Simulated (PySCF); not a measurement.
# How methods differ on the ionisation energy of Pb⁺

Pb⁺ [Xe] 4f14 5d10 6s2 6p1 (2P) → Pb²⁺ [Xe] 4f14 5d10 6s2 (1S), as a difference of total energies. Calculation: PySCF 2.14, in x2c-TZVPPall; the spin-free X2C one-electron Hamiltonian (Gaussian nucleus). Correlated levels: valence and next inner shell: [Kr] 4d10 4f14 frozen. The calculations carry no spin-orbit coupling.

| method | ionisation energy (eV) | error (eV) |
| --- | --- | --- |
| UHF | 13.237 | -0.632 |
| MP2 (valence and next inner shell) | 13.567 | -0.302 |
| SCS-MP2 (valence and next inner shell) | 13.472 | -0.397 |
| CCSD (valence and next inner shell) | 13.553 | -0.316 |
| CCSD(T) (valence and next inner shell) | 13.571 | -0.298 |

Reference: 13.869 eV (measured; NIST levels, between the centres of gravity of the two terms).

Errors of the correlated levels include the incompleteness of this basis and the frozen core.
